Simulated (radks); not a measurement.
The gold ion Au4+, configuration [Xe] 4f14 5d7. All-electron calculation, Dirac Kohn-Sham, PBE, spin-unpolarised, spherical densities, point nucleus; open shells fill j = l - 1/2 first. Program: a radial shooting solver on a logarithmic mesh with Libxc functionals.

Spin-orbit splittings of the eigenvalues, e(l+1/2) - e(l-1/2), with zeta = 2 splitting/(2l+1) and mean radii in bohr:

shell  occ.  splitting (eV)  zeta (eV)  <r> j=l-1/2  <r> j=l+1/2
2p        6            1836       1224      0.05798      0.06653
3p        6           405.2      270.1       0.1736       0.1893
3d       10           87.06      34.82       0.1648       0.1696
4p        6           97.17      64.78       0.4094       0.4434
4d       10               ?          ?       0.4518       0.4630
4f       14           3.818      1.091       0.4944       0.5014
5p        6           16.98      11.32       0.9919        1.082
5d        7           1.990     0.7960        1.363        1.401

Estimate the 4d splitting.

Answer. 18.09 eV (zeta = 7.238 eV).
